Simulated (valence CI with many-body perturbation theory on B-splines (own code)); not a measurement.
# Questions on Ag XXXII

Method: relativistic CI+MBPT: six valence electrons over a frozen Dirac-Fock core [Ne], radial functions for each j: 9 s, 9 p, 8 d, 6 f, 3 g, 1 h, with the one-electron correlation potential Σ1 (screened to all orders), the two-electron term Σ2, the three-electron term Σ3, Breit, model QED; selected single and double excitations, second order for the rest, scaled by the run's own slope (own B-spline code, finite nucleus).

No measured spectrum was set against this ion. As an estimate, large intervals hold to a few tenths of a per cent, small ones and those within an open d or f shell to about a per cent. Among the levels kept, up to 1500 cm⁻¹ of a level comes from second order outside the variational space, and about a tenth of that is noise between levels of different J, which matters for small intervals.

Levels are named by their leading jj configuration (3d3/2^4 stands for four electrons in 3d with j = 3/2), which in mixed levels can hold well under half, so a name can repeat and another be missing.

Rates and lifetimes use the calculated energies. Strong lines usually hold to 10 to 20 %, long lifetimes can be off by a factor of two.

Q: What is the ground level?

A: (3s^2 3p1/2^2 3p3/2^2) J=2, composition 74 % 3s²3p⁴ ³P + 24 % 3s²3p⁴ ¹D, g = 1.371.

Q: Among levels below 1679500 cm⁻¹, which E1 lines absorb most strongly from the ground level?

A: to (3s^2 3p1/2 3p3/2^2 3d3/2) J=3 at 6.485 nm, f = 0.308; to (3s^2 3p1/2 3p3/2^2 3d3/2) J=2 at 6.514 nm, f = 0.159; to (3s^2 3p1/2 3p3/2^2 3d3/2) J=1 at 6.307 nm, f = 0.106.

Q: Name the longest-lived excited levels whose lifetime is computed, and their main decay.

A: (3s^2 3p1/2^2 3p3/2^2) J=0 at 82010 cm⁻¹ lives 252 ms, mostly by E2 to (3s^2 3p1/2^2 3p3/2^2) J=2; (3s^2 3p1/2^2 3p3/2 3d5/2) J=4 at 1121900 cm⁻¹ lives 216 μs, mostly by M1 to (3s^2 3p1/2^2 3p3/2 3d3/2) J=3; (3s^2 3p1/2 3p3/2^2 3d5/2) J=4 at 1446200 cm⁻¹ lives 14.1 μs, mostly by M1 to (3s^2 3p1/2^2 3p3/2 3d5/2) J=3.

Q: Where does the other parity begin?

A: At (3s 3p1/2^2 3p3/2^3) J=2, 991380 cm⁻¹.

Q: What are the static dipole polarisabilities of the lowest levels?

A: (3s^2 3p1/2^2 3p3/2^2) J=2 0.0251 (tensor 0.00059); (3s^2 3p1/2^2 3p3/2^2) J=0 0.0249; (3s^2 3p1/2 3p3/2^3) J=1 0.0268 (tensor -0.0010); (3s^2 3p1/2 3p3/2^3) J=2 0.0266 (tensor -0.0025) bohr³, of which the core gives 0.000354.
